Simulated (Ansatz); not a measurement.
This geometry of B2H4OSi (8 atoms, charge 0, multiplicity 1) is a first-order saddle point.

The calculation used RKS B3LYP/def2-SVP in Ansatz.

```xyz
8
Properties=species:S:1:pos:R:3
B -1.360 0.441 -0.610
B 0.271 0.467 -0.560
Si 1.147 -0.674 0.884
O 0.309 -1.511 1.878
H -2.031 1.218 0.031
H -1.966 -0.375 -1.267
H 0.987 1.099 -1.300
H 2.644 -0.664 0.944
```

Task: Which two structures does it join? (They come from a converged band through this point; their orientation in space is the band's.)

Result: No bond is made or broken. The dihedral H7–B2–Si3–O4 goes from -93 to 92°. The two ends are copies of one structure, up to a mirror image or an exchange of like atoms.

First end point:

```xyz
8
Properties=species:S:1:pos:R:3
B -1.298 0.788 -0.473
B 0.178 0.123 -0.664
Si 1.123 -0.833 0.837
O 0.900 -2.327 1.145
H -1.435 1.940 -0.127
H -2.306 0.138 -0.633
H 0.774 0.147 -1.717
H 2.065 0.024 1.632
```

Last end point:

```xyz
8
Properties=species:S:1:pos:R:3
B -1.338 0.699 -0.505
B 0.208 0.197 -0.631
Si 1.153 -0.769 0.862
O 1.895 -0.035 1.997
H -1.609 1.777 -0.029
H -2.266 0.003 -0.850
H 0.878 0.395 -1.620
H 1.079 -2.266 0.777
```

Task: How far does it lie above each of them?

Result: 1.8 kcal/mol above the first and 1.8 kcal/mol above the second. This is the barrier of this one path; another mechanism may lie lower.

The run took 2.1 min on 1 thread of Arm Neoverse V1 (shared host), peak memory 0.14 GiB.
